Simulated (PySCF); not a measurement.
Si(CCH)(F)3 (C2HF3Si), SMILES C#C[Si](F)(F)F. The structure is a stationary point at B3LYP-D3(BJ)/def2-SVP.

All values below come from B3LYP-D3(BJ)/def2-SVP (PySCF).

Harmonic wavenumbers (cm⁻¹): 135, 135, 277, 277, 351, 396, 396, 644, 766, 766, 885, 997, 997, 2175, 3453. Rotational constants (GHz): 3.974, 2.110, 2.110; symmetry number 3.

Q: Work out the zero-point energy and the ideal-gas rigid-rotor harmonic-oscillator thermochemistry at 298.15 K and 1 atm.

A: ZPE = ½ Σ hcν = ½ × 12651 cm⁻¹ = 75.67 kJ/mol. H − E(el) = 95.22 kJ/mol. Entropy in J/(mol K): translation 167.38, rotation 105.08, vibration 55.01, total 327.48. G − E(el) = -2.41 kJ/mol. Cp = 97.87 J/(mol K). Modes under 150 cm⁻¹ make the vibrational entropy uncertain.
